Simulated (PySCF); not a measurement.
CH6ClNOSi, SMILES O[Si](C)(Cl)N.

Coordinates come from a PBE0-D3(BJ)/def2-SVP optimisation. This is a generated structure with no PubChem entry under its InChIKey; it may be hypothetical. The values are those of a single conformer.

Two levels are set side by side: PBE/def2-TZVP (PySCF) and PBE0/def2-TZVP (PySCF). Same geometry, gas phase. Differences are taken from unrounded values.

| quantity | PBE0 | PBE | PBE minus PBE0 |
|---|---|---|---|
| orbital gap (eV) | 8.43 | 6.12 | -2.31 |
| highest occupied level (eV) | -7.88 | -6.41 | 1.47 |
| lowest empty level (eV) | 0.55 | -0.29 | -0.84 |
| dipole moment (D) | 3.15 | 3.07 | -0.08 |
| mean polarisability (bohr³) | 57.8 | 60.3 | 2.5 |

Without exact exchange PBE keeps part of each electron's self-repulsion, which lifts occupied levels and narrows the gap. PBE's more diffuse valence density responds more strongly to a field. Differences between two approximate levels are no errors against the true value.

Rough cost on one machine, each run with all the roots and properties that it gave: PBE0 against PBE within a factor of 2.
